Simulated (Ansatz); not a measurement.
CrO4, charge -2, singlet, geometry from GFN2-xTB (such geometries of metal compounds can be far from the true shape) (a gas-phase anion, which may not be bound at this level). Base run: HF/STO-3G in Ansatz (a program for electronic structure).

Geometry (Å):
```xyz
5

Cr     0.0000     0.0000     0.0000
O      1.1191     0.6362    -1.0063
O      0.7491    -0.8054     1.2083
O     -0.9562    -1.0317    -0.8313
O     -0.9120     1.2008     0.6293
```
Charge -2, spin multiplicity 1.
All else is at Ansatz's defaults.

Variants of this job, named by their change:

```
change               basis functions       E (Eh)  core-seconds (rough)
-------------------  ---------------  -----------  --------------------
base                              38  -1327.25060                     2
basis = pcseg-0                   60  -1339.26192                     2
basis = 6-31G                     65  -1342.20022                     2
basis = 3-21G                     65  -1335.74732                     2
basis = def2-SVP                  87  -1341.95510                     4
basis = 6-31G*                    96  -1342.29489                     4
basis = def2-SVPD                126  -1342.02916                     2
basis = aug-pcseg-1              139  -1342.18803                     3
basis = pc-2                     176  -1342.54266                    10
basis = cc-pVTZ                  188  -1342.54917                    20
basis = def2-TZVPD               208  -1342.54647                     6
basis = aug-cc-pVTZ              277  -1342.56490                    10
basis = def2-QZVPP               321  -1342.58393                    20
```

Totals compare only among sets that treat the same electrons; sets with core potentials leave the core out.

A gas-phase anion may not be bound at this level; its values then depend on the basis.
